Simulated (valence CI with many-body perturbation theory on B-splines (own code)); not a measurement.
Results of a calculation; reference values are marked as such.
# Ni¹⁵⁺: what the settings do

Level of theory: relativistic CI+MBPT: three valence electrons over a frozen Dirac-Fock core [Ne], a basis of 6 s, 6 p, 5 d, 3 f, 1 g functions for each j, with the one-electron correlation potential Σ1 (screened to all orders), the two-electron term Σ2, the three-electron term Σ3, Breit, model QED; selected single and double excitations, second order for the rest, scaled by the run's own slope (own B-spline code, finite nucleus).

No measured levels were compared; by estimate levels of excited configurations hold to 0.05 to 0.15 % of their energy, terms of the ground configuration to about 0.5 %.

The reference run has the lowest level 3s²3p ²P°_1/2 and an ionisation energy of 498.593 eV. Its largest variational space holds 2943 state functions.

Names give the largest LS component (configuration and term), which can be under half, so a name can repeat, a term be missing and a line seem to break the LS rules; names also repeat where a configuration has a term twice.

Changed runs:
A. logarithmic knot step 0.27 → 0.4
B. averaging of valence orbitals over low configurations on → off
C. Davidson tolerance 2e-05 → 0.001
D. start configuration 3s2 3p1 → 3s2 4p1 (bad on purpose)

Excitation energies of the reference run in cm⁻¹, and shifts in cm⁻¹:

| Level | Reference | A | B | C |
| --- | --- | --- | --- | --- |
| 3s²3p ²P°_3/2 | 27771 | -0.1 | +0.3 | 0 |
| 3s3p² ⁴P_1/2 | 259236 | +0.8 | +5.4 | 0 |
| 3s3p² ⁴P_3/2 | 271137 | +0.7 | +5.8 | 0 |
| 3s3p² ⁴P_5/2 | 284741 | +0.7 | +5.7 | 0 |
| 3s3p² ²D_3/2 | 347112 | +1.1 | +7.8 | 0 |
| 3s3p² ²D_5/2 | 351257 | +1.0 | +7.7 | 0 |
| 3s3p² ²S_1/2 | 418022 | +1.8 | -4.7 | 0 |
| 3s3p² ²P_1/2 | 448675 | +1.6 | -1.8 | 0 |
| 3s3p² ²P_3/2 | 458390 | +1.5 | +1.1 | 0 |
| 3s²3d ²D_3/2 | 540204 | +2.3 | +26 | 0 |
| 3s²3d ²D_5/2 | 543462 | +2.2 | +26 | 0 |
| 3p³ ²D°_3/2 | 662689 | +2.0 | +14 | 0 |
| Ionisation energy (eV) | 498.593 | -0.00092 | -0.0005 | 0 |

No effect on these energies: C.

Run D: It gave no result: the start configuration must fill the lowest shells above the core. The program said: "4p is not the lowest shell of its kind above the core".
